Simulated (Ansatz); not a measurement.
Isolated molecules relaxed with PBE0-D4/def2-TZVP in Ansatz; ΔE leaves out vibrations. CCSD(T)/CBS adds triple-zeta CCSD(T) − MP2 to the extrapolated MP2 energy (def2 sets, frozen cores). This one scheme is used for every species, atoms too. Functionals use def2-TZVPP. B3LYP here is the variant with VWN-RPA as its local correlation; programs differ in this. Open shells (•) are unrestricted, without spin–orbit coupling.

Reaction (homolysis of the C–H bond): `C[Si](Cl)(Cl)Cl` → `[CH2][Si](Cl)(Cl)Cl`• + H•

(1) What is ΔE at CCSD(T)/CBS? (Best estimate.)

(2) What do these levels give: B3LYP-D4, r2SCAN0-D4, BLYP, r2SCAN0, MP2/def2-SVP, HF/CBS(def2)? (An estimate is asked.)

(3) What do rigid-rotor, harmonic-oscillator terms from PBE0-D4/def2-TZVP frequencies (298.15 K, 1 bar) make of the CCSD(T)/CBS value? (An estimate is asked.)

Largest T1 diagnostic among the species: 0.010.

## Answers

(1) The calculation gave: +4.79 eV.

(2) The calculation gave: B3LYP-D4 4.68, r2SCAN0-D4 4.56, BLYP 4.59, r2SCAN0 4.56, MP2/def2-SVP 4.60, HF/CBS(def2) 3.58 eV.

(3) Computed: ΔZPE = -0.37 eV, ΔH = +4.48 eV, ΔS = 142 J/(mol·K), ΔG = +4.05 eV. Open shells count their whole term as degenerate. Modes under 50 cm⁻¹ make the entropy rough.

Leaving LDA and LC-ωPBE aside and taking each functional with its dispersion term where it has one, the values, not all of them listed here, spread over 0.21 eV, from r2SCAN0-D4 to ωB97M-V. LDA lies +0.56 eV from PBE without D4, its usual overbinding. In def2-TZVPP, CCSD(T) changes the Hartree–Fock value by +1.14 eV (the triples alone add +0.05 eV) and MP2 by +1.14 eV; breaking electron pairs costs correlation energy, which Hartree–Fock lacks. At CCSD(T), def2-SVP lies −0.17 eV from the extrapolated value and def2-TZVPP −0.07 eV: correlation converges slowly with the basis, and small sets miss more of it in the bonded molecule than in its fragments.
